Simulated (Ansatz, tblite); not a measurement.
Cost and result up the ladder for CaSi2 (3 atoms). The state is a singlet with charge 0. Geometry: PBE-D4/def2-TZVP.

```csv
atom,x (Å),y (Å),z (Å)
Ca1,-0.6645,1.4786,0.3788
Si2,1.3023,-0.3911,0.1536
Si3,-0.6378,-1.0876,-0.5324
```

Ansatz on 4 threads of Arm Neoverse V1 on a shared host; xTB runs through tblite on one thread. Times are rough, summed over both states, and most runs start from the orbitals of an earlier one. RPA@PBE/def2-TZVP serves as the yardstick here, not as an exact answer. The other state is a triplet at its own geometry.

The xTB rows come from tblite. B3LYP takes the VWN-RPA correlation. Correlated methods freeze 15 core orbitals; core or outer-core shells of Ca are correlated, in sets that lack core-valence functions. HOMO above LUMO, or a gap near zero within one spin, warns that the state may not be the lowest or that an electron is smeared out. The structure comes from a short search, and lower isomers may exist.

Run but left out: HF/STO-3G (singlet: restricted singlet, unstable in another Hartree–Fock run and untested here); HF/def2-TZVP, PBE-QIDH/def2-TZVP (singlet: restricted singlet, unstable towards broken spin symmetry); HF/def2-TZVPP, MP2/def2-TZVPP, CCSD/def2-TZVPP, CCSD(T)/def2-TZVPP (flagged by the program: lower state); MP2/def2-TZVP (triplet: ⟨S²⟩ 2.91, where a pure state has 2.00).

Correlated methods converge slowly with the basis.

xTB has no spin-polarisation term.

```tsv
level	functions	wall time	triplet − singlet (eV)	difference from RPA@PBE/def2-TZVP (eV)	remarks
GFN1-xTB	27	0.006 s	1.63	0.39	–
GFN2-xTB	27	0.01 s	1.26	0.02	–
LDA (SPW92)/def2-TZVP	110	2 s	1.23	-0.01	gap within one spin near zero (triplet)
PBE-D4/def2-TZVP	110	3.5 s	1.08	-0.16	–
RPA@PBE/def2-TZVP	110	3.8 s	1.24	0.00	–
B3LYP-D4/def2-TZVP	110	5.7 s	1.12	-0.13	–
r2SCAN-D4/def2-TZVP (with forces)	110	12 s	0.99	-0.25	–
r2SCANh-D4/def2-TZVP	110	13 s	0.96	-0.28	–
```
